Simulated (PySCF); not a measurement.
## Static response to an electric field

Compound: C4H11AlSSi.
Geometry (PBE0-D3(BJ)/def2-SVP, Å), atoms numbered from 1 in this order:
```xyz
18
C4H11AlSSi angstrom
Si     2.605   -0.077   -0.546
S      1.819   -1.368    0.935
C      0.103   -0.699    0.833
C     -0.725   -1.233   -0.347
C     -1.851   -0.246   -0.693
C     -1.294    1.173   -0.930
Al     0.026    1.278    0.533
H      4.060    0.194   -0.371
H      1.866    1.253   -0.360
H      2.328   -0.448   -1.964
H     -0.352   -0.996    1.793
H     -1.126   -2.243   -0.153
H     -0.070   -1.334   -1.232
H     -2.420   -0.623   -1.561
H     -2.571   -0.224    0.146
H     -2.089    1.935   -0.945
H     -0.801    1.223   -1.919
H      0.492    2.446    1.507
```

Level: B3LYP/def2-SVPD (PySCF), static field, nuclei fixed, core orbitals frozen in the response. The polarisability tensor in these axes (au):

```
x   136.92  -2.98   2.26
y    -2.98 117.94  -0.71
z     2.26  -0.71 108.96
```

Question: Diagonalise the tensor; give its mean and Δα, where Δα² is half the sum of the squared differences of the eigenvalues.

Answer: Principal values 108.75, 117.50 and 137.57 au; mean 121.27 au = 17.97 Å³ = 20.00 × 10⁻⁴⁰ C²·m²/J; Δα = 25.59 au (21 % of the mean).

Question: What is the dipole moment, and where does it point?

Answer: (-0.17, 0.29, -1.04) D, 1.09 D in size, pointing from the negative to the positive side. Measured along this direction, the outermost atoms are H11 at the negative end and H17 at the positive end.

Question: How large is μ²/3kT at 298 K beside α?

Answer: In Gaussian units μ²/3kT = 9.66 Å³ against 17.97 Å³, a ratio of 0.54; the Debye molar polarisation (4π/3)N_A(α + μ²/3kT) is 69.7 cm³/mol, leaving out the vibrational part.

Question: Directions of the eigenvectors, and the extent of the frame along each?

Answer: Largest value along (0.98, -0.15, 0.08), where the nuclei span 6.43 Å; middle along (0.16, 0.99, -0.04), 4.81 Å; least along (-0.07, 0.05, 1.00), 3.91 Å. The response follows the extents in order.

Question: Sum over states: ᾱ = Σ f/ω², ω in Eh. What share falls to these 6 lowest TDDFT singlets (eV, f)? 4.04, 0.0024; 4.77, 0.0025; 5.13, 0.0025; 5.39, 0.0057; 5.47, 0.0094; 5.67, 0.0025.

Answer: They add up to 0.70 au, 0.6 % of the 121.27 au; the largest single term is 0.23 au, from the state at 5.47 eV. Terms in order: 0.11, 0.08, 0.07, 0.15, 0.23, 0.06 au. Higher excitations give the rest. The strengths listed sum to 0.025.

Question: Estimate the molar refractivity from the static electronic polarisability.

Answer: Lorentz–Lorenz: R = (4π/3)N_A α = 2.5225 cm³/(mol·Å³) × 17.97 Å³ = 45.3 cm³/mol, in the limit of long wavelengths.

Question: Refractivity n − 1 of an ideal gas of it at 298.15 K and 1 atm, from the electronic α?

Answer: N = p/kT = 2.4615 × 10¹⁹ cm⁻³, so n − 1 = 2π × N × 17.97 × 10⁻²⁴ cm³ = 2779 × 10⁻⁶ at long wavelengths, for an ideal gas.

Isolated species at its PBE0-D3(BJ)/def2-SVP geometry (one conformer only).

The run behind these numbers computed excited states as well. Cost: about 2.2 min of CPU time on one thread; the machine was shared, so the figure is rough.
